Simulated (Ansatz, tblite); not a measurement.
Removing an electron: the cluster TlF2⁻ (the lowest singlet isomer of a short search). Charge -1, multiplicity 1. Geometry: PBE0-D4/def2-TZVPD. Ansatz, gas phase; energy differences of separate SCF runs; the oxidised species was run as a doublet alone.

```xyz
3

Tl   -0.1136    0.7239    0.6071
F     0.1231   -1.4379    0.9918
F    -0.0095    0.7139   -1.5989
```

In the def2 sets Tl takes a core potential; there is no spin–orbit coupling. The xTB rows come from tblite. Correlated methods freeze 6 core orbitals; core or outer-core shells of Tl are correlated, in sets that lack core-valence functions. In CCSD on the charge 0 doublet the largest single amplitude is 0.23, so its Hartree–Fock determinant may place the open shell otherwise than the density functionals do. The structure comes from a short search, and lower isomers may exist.

**Question.** Estimate orbital energies and vertical ionisation energies at: GFN1-xTB; GFN2-xTB; HF/def2-TZVPPD; PBE-D4/def2-TZVPD; r2SCAN-D4/def2-TZVPD; PBE0-D4/def2-TZVPD; MP2/def2-TZVPPD; CCSD/def2-TZVPPD; CCSD(T)/def2-TZVPPD.

**Answer.** 
```csv
level,−HOMO (eV),vertical IE (eV),−LUMO (eV),HOMO–LUMO gap (eV),remarks
GFN1-xTB,3.99,7.66,0.28,3.70,–
GFN2-xTB,4.79,8.51,-1.75,6.54,–
HF/def2-TZVPPD,–,3.59,–,–,spin-contaminated (⟨S²⟩ 0.84) (doublet)
PBE-D4/def2-TZVPD,0.88,3.91,-2.63,3.51,–
r2SCAN-D4/def2-TZVPD,1.12,3.97,-2.97,4.08,–
PBE0-D4/def2-TZVPD,2.04,4.10,-3.16,5.20,–
MP2/def2-TZVPPD,–,4.97,–,–,spin-contaminated (⟨S²⟩ 0.84) (doublet)
CCSD/def2-TZVPPD,–,4.42,–,–,spin-contaminated (⟨S²⟩ 0.84) (doublet)
CCSD(T)/def2-TZVPPD,–,4.40,–,–,spin-contaminated (⟨S²⟩ 0.84) (doublet)
```

  Raw xTB energy differences between charge states are shifted by several eV; the methods need an empirical correction for them.
